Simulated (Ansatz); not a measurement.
`CCO[SiH](C)F` + `CBOCC` → `CCO[SiH2]C` + `CCOB(C)F`  (redistribution)

Isolated molecules relaxed with PBE0-D4/def2-TZVP in Ansatz; ΔE leaves out vibrations. CCSD(T)/CBS is the MP2 limit (def2-TZVPP, def2-QZVPP) plus CCSD(T) − MP2 in def2-TZVPP, frozen cores. Functionals use def2-TZVPP. Each species was taken in one conformer, which may not be the lowest.

| species | PBE-D4 energy (Eh) |
| --- | --- |
| `CCO[SiH](C)F` | -584.06185 |
| `CBOCC` | -219.64928 |
| `CCO[SiH2]C` | -484.78349 |
| `CCOB(C)F` | -318.92546 |

**Question.** Work out ΔE.

**Answer.** ΔE = (-484.78349) + (-318.92546) − (-584.06185) − (-219.64928) = 0.00218 Eh = +1.4 kcal/mol. CCSD(T)/CBS gives +3.2 kcal/mol.

Largest T1 diagnostic among the species: 0.012.
